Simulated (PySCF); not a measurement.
Computed shifts of a molecule C3H6O2Si, PBE/pcSseg-1 in PySCF, GIAO, gas phase, atoms alike by connectivity averaged where their shifts nearly agree, in ppm (number of nuclei): ¹³C: 224.2 (1), 83.4 (1), 72.9 (1). ²⁹Si: -31.2 (1). ¹H: 5.38 (1), 5.37 (1), 4.90 (2), 2.73 (1), 2.28 (1). References: ¹³C against TMS (σ = 182.0 ppm); ²⁹Si against TMS (σ = 335.4 ppm); ¹⁷O against H2O (σ = 334.3 ppm); ¹H against TMS (σ = 31.49 ppm), references at their B3LYP-D3(BJ)/def2-TZVP geometries, non-relativistic. Geometry optimised at PBE0-D3(BJ)/def2-SVP. Other conformers were not sampled.

Problem. Which molecule gave these data?
A. C=C=C[SiH](O)O
B. C=COC(=O)[SiH3]
C. OC[Si@@H]1C=CO1
D. C#CC[SiH](O)O

Solution. A, C=C=C[SiH](O)O
